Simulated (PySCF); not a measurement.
# Bond lengths and vibrations by method: AlBH2NO cation

These are calculations, not measurements. The program is PySCF 2.14.0, an open-source quantum chemistry code, run on an isolated molecule that a program drew, which may never have been made. The molecule is AlBH2NO cation (charge +1, singlet), drawn as the SMILES string `O=B[NH][AlH+]`.

The geometry was optimised and harmonic frequencies were computed with HF and MP2, all in the cc-pV(D+d)Z basis, for the commonest isotopes, with a restricted reference for singlets and an unrestricted one otherwise, and a frozen core in MP2. Each result is a local minimum of its method.

Geometry at the HF minimum:
```xyz
6
AlBH2NO cation, angstrom
O    -1.6282   -1.3166   -2.3304
B    -1.6721   -0.8844   -1.2299
N    -1.6189   -0.3032    0.0624
Al   -0.4104    0.7935    0.6488
H    -2.3867   -0.5935    0.6554
H     0.6507    1.7656    1.1869
```

Lengths of the bonds as drawn, in Å (atoms numbered as above):
| bond | HF | MP2 |
|---|---|---|
| O1-B2 | 1.183 | 1.218 |
| B2-N3 | 1.418 | 1.437 |
| N3-Al4 | 1.734 | 1.746 |
| N3-H5 | 1.013 | 1.027 |
| Al4-H6 | 1.536 | 1.542 |

Rotational constants, in GHz:
| constant | HF | MP2 |
|---|---|---|
| A | 34.9 | 32.7 |
| B | 2.902 | 2.857 |
| C | 2.679 | 2.627 |

Harmonic frequencies in cm^-1, each column in rising order, so a row needn't be the same motion in every method:
```
rank,HF,MP2
1,125,112
2,395,350
3,400,381
4,432,410
5,562,483
6,571,499
7,795,758
8,1069,1005
9,1307,1189
10,2181,?
11,2225,2127
12,3696,3536
```

**Estimate the missing MP2 frequency from the HF column.**

A single factor s that minimises the squared misfit of MP2 against s times HF over the other rows is sum(HF x MP2) / sum(HF^2) = 0.9491, with an rms misfit of 28 cm^-1. For rank 10 it gives 0.9491 x 2181 = 2070 cm^-1. The calculation gives 2025 cm^-1, 45 cm^-1 below the estimate. The drawn bonds are on average 1.4 % longer in MP2 than in HF.
